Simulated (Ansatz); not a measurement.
The cluster CdCl2⁺. Charge 1, multiplicity 2. Geometry r2SCAN-D4/def2-TZVP, that of the neutral singlet; atoms count from 1.

```csv
atom,x (Å),y (Å),z (Å)
Cd1,-0.002,0.002,0.005
Cl2,-0.323,-2.137,0.669
Cl3,0.325,2.136,-0.674
```

In the def2 sets Cd takes a core potential; there is no spin–orbit coupling. The structure comes from a short search, and lower isomers may exist.

**Question.** Estimate the Mulliken populations from the PBE0/def2-TZVP orbitals of Ansatz.

**Answer.** 
```tsv
atom	charge (e)	spin (α − β)	d electrons
Cd1	0.98	-0.03	9.97
Cl2	0.01	0.52	–
Cl3	0.01	0.52	–
```
Mulliken values and Mayer orders depend strongly on the basis.

**Question.** Where does the spin sit?

**Answer.** Summed by element: Cd -0.03, Cl 1.03, of 1 unpaired in all. Largest on single atoms: Cl2 0.52, Cl3 0.52, Cd1 -0.03.

**Question.** And the Mayer bond orders between bonded heavy atoms (over 0.3)?

**Answer.** Cd1–Cl2 0.86 (2.26 Å); Cd1–Cl3 0.86 (2.26 Å). Values over 0.3 also appear between atoms too far apart for a bond (Cl2–Cl3 0.48 at 4.53 Å); they arise where an orbital or an unpaired electron spreads over both atoms.
